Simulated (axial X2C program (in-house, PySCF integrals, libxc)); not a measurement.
# Curves of GeBr by EOM-EA-CCSD

Calculated with an in-house all-electron X2C program for linear molecules (integrals from PySCF): two-component X2C with atomic mean-field Coulomb and Gaunt terms, Gaussian nuclei, basis Br dyall-acv3z, Ge dyall-acv3z with contracted cores.

Energies in eV from the lowest point of the lowest state; states are followed by energy order within each Ω. Reference: GeBr⁺, 10 electrons correlated in 92 virtual spinors with an MP2 remainder; levels at this size can be off by some tenths of an eV. Masses 78.918 and 73.921 u.

```csv
R (Å),(1)Ω=1/2,(1)Ω=3/2,(2)Ω=1/2,(3)Ω=1/2
2.142,0.3035,0.4265,3.5628,4.1271
2.235,0.0733,0.1953,3.1540,4.0764
2.328,0.0000,0.1210,2.8635,4.1846
2.433,0.0461,0.1659,2.6551,4.4215
2.538,0.1826,0.3011,2.5463,4.7292
2.677,0.4497,0.5665,2.5168,5.1923
```

(1) Fit the curves (1)Ω=1/2, (1)Ω=3/2 near their minima.

For GeBr⁺ at CCSD, and between the minima:

Re = 2.207 Å, ωe = 369.3 cm⁻¹; removing the electron costs 7.143 eV without zero-point terms.

No minimum in range: (2)Ω=1/2; the order of states may turn beyond it. T1 of the reference reaches 0.039 (Lee–Taylor). Curves followed by order can swap character. Number of frozen shells: Br 3 s, 2 p, 1 d; Ge 3 s, 2 p, 1 d. Roots with under 60 % one-particle weight at any point are counted in the labels but not shown, and the list ends where the roots sought for some Ω run out; states that need a further excitation are missing and may lie low or lowest. Curves with a minimum but no constants failed the fit check.

## Answers

(1) At EOM-EA-CCSD from GeBr⁺ (the fit fixes ωe to about one per cent; ωe of higher roots by this method can be off by ten per cent):

| state | Te (cm⁻¹) | Re (Å) | ωe (cm⁻¹) |
| --- | --- | --- | --- |
| (1)Ω=1/2 | 0 | 2.339 | 291.6 |
| (1)Ω=3/2 | 980 | 2.340 | 290.9 |
